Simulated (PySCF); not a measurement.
## C₆ coefficients of unlike pairs at PBE

Calculated with PySCF 2.14 from the dipole response of each species, C₆(A,B) = (3/π) ∫ α_A(iu) α_B(iu) du, in atomic units, from isotropic polarisabilities. For ions this is the dispersion term alone; charge-induced terms of lower order in 1/R come first.

```tsv
species	configuration	basis	relativity	α (bohr³)	C₆ (like pair)
I⁺	[Kr] 4d10 5s2 5p4 (3P)	aug-cc-pVQZ-PP with one added diffuse shell each of s, p, d, f, g type with ECP28MDF (8s8p6d4f3g)	core potential	20.67	177.1
Ta²⁺	[Xe] 4f14 5d3 (4F)	aug-cc-pVTZ-PP with one added diffuse shell each of s, p, d, f, g type with ECP60MDF (7s7p6d4f3g)	core potential	14.83	82.19
Kr⁺	[Ar] 3d10 4s2 4p5 (2P)	x2c-TZVPPall with one added diffuse shell each of s, p, d type (7s6p5d1f)	spin-free X2C	11.01	67.27
Zn⁺	[Ar] 3d10 4s1 (2S)	aug-cc-pVDZ-PP with ECP10MDF (5s5p4d2f)	core potential	18.37	75.32
```

Task: Estimate C₆ for Zn⁺ with Kr⁺.

Result: The integral gives 66.34. The combination rule 2 C_A C_B / (C_A α_B/α_A + C_B α_A/α_B) gives 64.39 and the geometric mean 71.18.

No spin-orbit coupling is included.

The other pairs:

```
     pair     C₆
  Kr⁺, I⁺  108.3
 Ta²⁺, I⁺  120.1
  Zn⁺, I⁺  111.7
Zn⁺, Ta²⁺  75.98
Kr⁺, Ta²⁺  73.77
```
